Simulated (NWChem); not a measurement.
Everything below was run with NWChem. System: C2HBr2F, charge 0, spin multiplicity 1, at a geometry optimised with B3LYP/def2-SVP. The structure started from a generated list of species. Level: BHandHLYP/def2-TZVP.

Job file:

```
start mol
memory heap 200 mb stack 800 mb global 1000 mb
geometry units angstroms nocenter noautoz
  F      2.534218    -0.892898     0.000000
  C      1.760165     0.186606     0.000000
  C      0.424202     0.111612     0.000000
  Br    -0.475673    -1.544869     0.000000
  Br    -0.616396     1.690997     0.000000
  H      2.308251     1.132287     0.000000
  symmetry group Cs
end
basis spherical
  * library def2-tzvp
end
dft
  xc bhlyp
  semidirect memsize 60000000 filesize 0
  iterations 100
end
task dft energy
```

NWChem printed:

```
             Northwest Computational Chemistry Package (NWChem) 7.3.0
             --------------------------------------------------------

                                NWChem Input Module
                                -------------------

 Scaling coordinates for geometry "geometry" by  1.889725989
 (inverse scale =  0.529177249)

 Turning off AUTOSYM since
 SYMMETRY directive was detected!

                             Geometry "geometry" -> ""
                             -------------------------

 Output coordinates in angstroms (scale by  1.889725989 to convert to a.u.)

  No.       Tag          Charge          X              Y              Z
 ---- ---------------- ---------- -------------- -------------- --------------
    1 F                    9.0000     2.53421800    -0.89289800     0.00000000
    2 C                    6.0000     1.76016500     0.18660600     0.00000000
    3 C                    6.0000     0.42420200     0.11161200     0.00000000
    4 Br                  35.0000    -0.47567300    -1.54486900     0.00000000
    5 Br                  35.0000    -0.61639600     1.69099700     0.00000000
    6 H                    1.0000     2.30825100     1.13228700     0.00000000

 Effective nuclear repulsion energy (a.u.)     557.4030969661

            Nuclear Dipole moment (a.u.)
            ----------------------------
        X                 Y               Z
 ---------------- ---------------- ----------------
    -0.0000000000    -0.0000132281     0.0000000000

      Symmetry information
      --------------------

 Group name             Cs
 Group number              2
 Group order               2
 No. of unique centers     6

      Symmetry unique atoms

     1    2    3    4    5    6


 Summary of "ao basis" -> "" (spherical)
 ------------------------------------------------------------------------------
       Tag                 Description            Shells   Functions and Types
 ---------------- ------------------------------  ------  ---------------------
 *                         def2-tzvp                  on all atoms

                                 NWChem DFT Module
                                 -----------------

 Summary of "ao basis" -> "ao basis" (spherical)
 ------------------------------------------------------------------------------
       Tag                 Description            Shells   Functions and Types
 ---------------- ------------------------------  ------  ---------------------
 F                         def2-tzvp                11       31   5s3p2d1f
 C                         def2-tzvp                11       31   5s3p2d1f
 Br                        def2-tzvp                16       48   6s5p4d1f
 H                         def2-tzvp                 4        6   3s1p

 Summary of "ao basis" -> "ao basis" (spherical)
 ------------------------------------------------------------------------------
       Tag                 Description            Shells   Functions and Types
 ---------------- ------------------------------  ------  ---------------------
 F                         def2-tzvp                11       31   5s3p2d1f
 C                         def2-tzvp                11       31   5s3p2d1f
 Br                        def2-tzvp                16       48   6s5p4d1f
 H                         def2-tzvp                 4        6   3s1p

      Symmetry analysis of basis
      --------------------------

        a'        132
        a"         63

            General Information
[...]
           Coulomb energy =     2840.431938932966
    Exchange-Corr. energy =     -204.276491389401
 Nuclear repulsion energy =      557.403096966078

 Numeric. integr. density =       92.000001862656

     Total iterative time =     29.2s

                  Occupations of the irreducible representations
                  ----------------------------------------------

                     irrep           alpha         beta
                     --------     --------     --------
                     a'               34.0         34.0
                     a"               12.0         12.0

                       DFT Final Molecular Orbital Analysis
                       ------------------------------------

 Vector   44  Occ=2.000000D+00  E=-3.696519D-01  Symmetry=a"
              MO Center= -5.2D-01,  1.6D-02,  2.1D-15, r^2= 4.1D+00
   Bfn.  Coefficient  Atom+Function         Bfn.  Coefficient  Atom+Function
  ----- ------------  ---------------      ----- ------------  ---------------
   111      0.386540  4 Br pz               159     -0.372995  5 Br pz
   105     -0.263963  4 Br pz               153      0.254723  5 Br pz
   108      0.242217  4 Br pz               156     -0.234070  5 Br pz
   114      0.223441  4 Br pz               162     -0.220274  5 Br pz
   102      0.080278  4 Br pz               150     -0.077456  5 Br pz

 Vector   45  Occ=2.000000D+00  E=-3.551077D-01  Symmetry=a'
              MO Center= -4.7D-01, -2.0D-01, -7.5D-16, r^2= 4.2D+00
   Bfn.  Coefficient  Atom+Function         Bfn.  Coefficient  Atom+Function
  ----- ------------  ---------------      ----- ------------  ---------------
   109      0.327813  4 Br px               158     -0.261576  5 Br py
   110     -0.259920  4 Br py               157     -0.239343  5 Br px
   103     -0.221095  4 Br px               106      0.203931  4 Br px
   112      0.193281  4 Br px               104      0.181277  4 Br py
   152      0.182129  5 Br py               107     -0.167503  4 Br py

 Vector   46  Occ=2.000000D+00  E=-3.086083D-01  Symmetry=a"
              MO Center=  4.7D-01,  8.0D-02,  1.3D-16, r^2= 3.8D+00
   Bfn.  Coefficient  Atom+Function         Bfn.  Coefficient  Atom+Function
  ----- ------------  ---------------      ----- ------------  ---------------
   159     -0.261552  5 Br pz               111     -0.253797  4 Br pz
    39      0.246412  2 C  pz                42      0.231983  2 C  pz
    70      0.218369  3 C  pz                73      0.201703  3 C  pz
   114     -0.198488  4 Br pz               162     -0.192888  5 Br pz
   153      0.177743  5 Br pz               105      0.175186  4 Br pz

 Vector   47  Occ=0.000000D+00  E= 1.600915D-03  Symmetry=a'
              MO Center= -4.8D-01,  2.2D-01,  2.7D-16, r^2= 4.9D+00
   Bfn.  Coefficient  Atom+Function         Bfn.  Coefficient  Atom+Function
  ----- ------------  ---------------      ----- ------------  ---------------
    67      1.044373  3 C  s                 66      0.536936  3 C  s
   161      0.517433  5 Br py               113     -0.490575  4 Br py
   147     -0.401806  5 Br s                 99     -0.382742  4 Br s
    36     -0.331314  2 C  s                160     -0.247322  5 Br px
    68     -0.210984  3 C  px                65      0.207833  3 C  s

 Vector   48  Occ=0.000000D+00  E= 1.752026D-02  Symmetry=a"
              MO Center=  1.0D+00,  1.6D-01,  6.9D-15, r^2= 3.1D+00
   Bfn.  Coefficient  Atom+Function         Bfn.  Coefficient  Atom+Function
  ----- ------------  ---------------      ----- ------------  ---------------
    45      0.666887  2 C  pz                76     -0.646943  3 C  pz
    39      0.312456  2 C  pz                70     -0.295059  3 C  pz
    42      0.291776  2 C  pz                73     -0.281680  3 C  pz
   162      0.244832  5 Br pz               114      0.224291  4 Br pz
    14     -0.196323  1 F  pz                 8     -0.133148  1 F  pz

 Vector   49  Occ=0.000000D+00  E= 3.629332D-02  Symmetry=a'
              MO Center=  3.3D-01,  3.0D-02, -6.5D-15, r^2= 6.0D+00
   Bfn.  Coefficient  Atom+Function         Bfn.  Coefficient  Atom+Function
  ----- ------------  ---------------      ----- ------------  ---------------
   192      0.873599  6 H  s                 36     -0.624454  2 C  s
    67      0.574925  3 C  s                 44     -0.514924  2 C  py
    99     -0.466930  4 Br s                113     -0.451836  4 Br py
   112     -0.399958  4 Br px                 5     -0.357245  1 F  s
   160      0.335915  5 Br px                75     -0.320227  3 C  py

------------------------------------------------------------
EAF file 0: "./mol.aoints.0" size=524288 bytes
------------------------------------------------------------
               write      read    awrite     aread      wait
               -----      ----    ------     -----      ----
     calls:        1         7         0         0         0
   data(b): 5.24e+05  3.67e+06  0.00e+00  0.00e+00
   time(s): 0.00e+00  0.00e+00  0.00e+00  0.00e+00  0.00e+00
rate(mb/s): 0.00e+00  0.00e+00
------------------------------------------------------------

 center of mass
 --------------
 x =  -0.09817201 y =  -0.00524564 z =   0.00000000

 moments of inertia (a.u.)
 ------------------
        1557.890790520837         215.861113304084           0.000000000000
         215.861113304084         766.407150288664           0.000000000000
           0.000000000000           0.000000000000        2324.297940809501

     Multipole analysis of the density
     ---------------------------------

     L   x y z        total         alpha         beta         nuclear
     -   - - -        -----         -----         ----         -------
     0   0 0 0     -0.000000    -46.000000    -46.000000     92.000000

     1   1 0 0      0.182662      0.091331      0.091331     -0.000000
     1   0 1 0      0.437560      0.218787      0.218787     -0.000013
     1   0 0 1     -0.000000     -0.000000     -0.000000      0.000000

     2   2 0 0    -38.557755   -205.000020   -205.000020    371.442285
     2   1 1 0      2.528866     48.149395     48.149395    -93.769924
     2   1 0 1     -0.000000     -0.000000     -0.000000      0.000000
     2   0 2 0    -38.030802   -362.470256   -362.470256    686.909710
     2   0 1 1      0.000000      0.000000      0.000000      0.000000
     2   0 0 2    -40.067639    -20.033819    -20.033819      0.000000

 Task  times  cpu:       33.1s     wall:       33.1s

 Total times  cpu:       33.1s     wall:       33.1s
```
